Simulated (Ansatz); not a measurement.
```xyz
4

N     0.0000    0.0001   -0.5666
N     0.0000   -0.0001    0.5666
H     0.0000    0.9161   -0.8410
H     0.0000   -0.9161    0.8410
```

Basis set: cc-pVDZ (spherical functions). Frozen core: 2 orbitals. Charge 0, multiplicity 1.

Computed with Ansatz (development build ahead of 0.2.0); each method stands on the lowest determinant of its kind that the runs found. Restricted open shells among the atoms or ions are ROHF, correlated in semicanonical orbitals with singles.

(1) Give the atomization energy at this shape (free ground-state atoms in the same class of orbitals less the molecule, no zero-point energy) of singlet N₂H₂ by RHF-MP2, RHF.

Results:

(1)

```
 method  atomization energy
RHF-MP2            10.18 eV
    RHF             5.70 eV
```

Caution: no unrestricted run beside it, a lower state can exist; the shape is not the minimum.
